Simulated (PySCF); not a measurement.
# Predicted spectroscopic data

[PySCF 2.14: geometry: GFN2-xTB; NMR shieldings at PBE0/pcSseg-1/GIAO; no solvent model; non-relativistic Hamiltonian; averaged over atoms made equivalent by symmetry, fast rotation or ring inversion; one conformer]

Scale: TMS for 1H and 13C (reference shieldings calculated alike). Splittings of carbon signals by F and P are missing where no couplings were computed. Where no couplings were computed, multiplicities follow the n + 1 count of equivalent neighbours, and m marks all less simple cases (inequivalent or close neighbours, rings, F or P nearby). Acid and N–H amide carbonyl carbons lie up to 10 ppm further downfield in solution (hydrogen bonding). Shifts are as computed. Against solution values, carbons near 30 ppm lie about +3 ppm off and those near 130 ppm about +5 ppm; carbons on Cl a further +6 ppm (rms about the fit 2.1 ppm; single classes can miss by 10 ppm). Of 1328 compounds with measured shifts, 309 miss one by over three times the rms of a fit or turn the order of signals round; such compounds aren't used in these exercises. Signals without a measured value on file couldn't be tested in this way; 1H shifts scatter by 0.2 ppm about their fit, and single ones miss by 0.5 ppm. Carbons bonded to Cl come out too deshielded. OH and NH positions are gas-phase values without hydrogen bonding to other molecules.

**1.** SMILES C=C(C(=O)O)C(F)(F)F, C4H3F3O2. 1H NMR (400 MHz, computed): δ 7.16 (m, 1H), 7.00 (m, 1H), 6.27 (br s, 1H). 13C{1H} NMR (computed): δ 164.9, 141.6, 139.1, 130.5.

**2.** SMILES C=C(C#CC=O)CCl, C6H5ClO. 1H NMR (400 MHz, computed): δ 9.69 (s, 1H), 6.43 (m, 1H), 6.37 (m, 1H), 4.22 (s, 2H). 13C{1H} NMR (computed): δ 180.6, 144.8, 135.8, 98.8, 96.8, 54.8.

**3.** `O=C1C=C(C#N)[C@@H]1F`, C5H2FNO. 1H NMR (400 MHz, computed): δ 7.08 (m, 1H), 6.11 (m, 1H). 13C{1H} NMR (computed): δ 188.3, 163.2, 157.6, 116.4, 108.7.

**4.** SMILES O=C(O)/C=C/C(F)(F)F, C4H3F3O2. 1H NMR (400 MHz, computed): δ 7.16 (m, 1H), 6.67 (m, 1H), 6.51 (br s, 1H). 13C{1H} NMR (computed): δ 168.8, 144.4, 134.7, 131.6.
